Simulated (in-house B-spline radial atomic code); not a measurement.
## OLYP excitations of the carbon ion C²⁺

Method: OLYP. Computed with an all-electron radial atomic-structure program (B-spline basis): linear response of the closed shell [He] 2s2 with the functional's adiabatic kernel; scalar-relativistic (spin-free one-electron X2C), finite nucleus, no spin-orbit coupling, no double excitations, S, P, D and F terms only.

Command:
```bash
python run_td.py task.json out
```
Settings (radii: box in bohr, nucleus in fm):
```
Z                        6
electrons                4
configuration            [He] 2s2
hamiltonian              x2c
method                   optx,lyp
box_radius               29.48
rms_radius               2.4702
intervals                75
```

Time taken, with all properties: 0.3 s on 1 thread of Arm Neoverse N1 (shared host).

The lowest states, in the order of their Tamm-Dancoff energies; the method's threshold (minus the highest occupied level) is 40.36 eV. Labels give the largest channel, * marks a mixed state, and oscillator strengths are full-response dipole values. Semilocal kernels can invert the small singlet-triplet splittings of Rydberg terms. Energies in eV:

```tsv
state	full response	Tamm-Dancoff	oscillator strength
2s → 2p 3P	4.843	5.802	-
2s → 2p 1P	12.139	12.790	0.773
2s → 3s 3S	27.435	27.459	-
2s → 3s 1S	28.505	28.547	-
2s → 3p 3P	?	?	-
2s → 3p 1P	29.924	29.943	0.189
2s → 3d 3D	30.90	30.95	-
2s → 3d 1D	31.47	31.48	-
2s → 4s 3S	34.89	34.90	-
2s → 4s 1S	?	?	-
2s → 4p 3P	35.58	35.58	-
2s → 4p 1P	35.67	35.67	0.0481
2s → 4d 3D	36.07	36.08	-
2s → 4d 1D	36.24	36.25	-
```

Where does 2s → 4s 1S lie?

At 35.16 eV in full response, 35.17 eV in Tamm-Dancoff.

Where does 2s → 3p 3P lie?

At 29.587 eV in full response, 29.617 eV in Tamm-Dancoff.

How large is the singlet-triplet splitting of 2s → 2p (P terms) in Tamm-Dancoff?

6.99 eV, from the unrounded values.

What polarisabilities and dispersion coefficient does the method give?

Dipole 4.241 bohr³, quadrupole 5.494 bohr⁵, C6 6.621 hartree·bohr⁶ for two such species.
